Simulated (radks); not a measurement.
Q: Species: the neodymium ion Nd48+. Configuration: [Ne] 3s2. Calculated with a radial shooting solver on a logarithmic mesh with Libxc functionals: Dirac Kohn-Sham, PBEsol, spin-unpolarised, spherical densities, point nucleus.

Spin-orbit splittings of the eigenvalues, e(l+1/2) - e(l-1/2), with zeta = 2 splitting/(2l+1) and mean radii in bohr:

| shell | occ. | splitting (eV) | zeta (eV) | <r> j=l-1/2 | <r> j=l+1/2 |
|---|---|---|---|---|---|
| 2p | 6 | ? | ? | 0.08270 | 0.08881 |
| 3p | 0 | 141.8 | 94.53 | 0.2244 | 0.2333 |

Estimate the 2p splitting.

A: 538.7 eV (zeta = 359.1 eV).
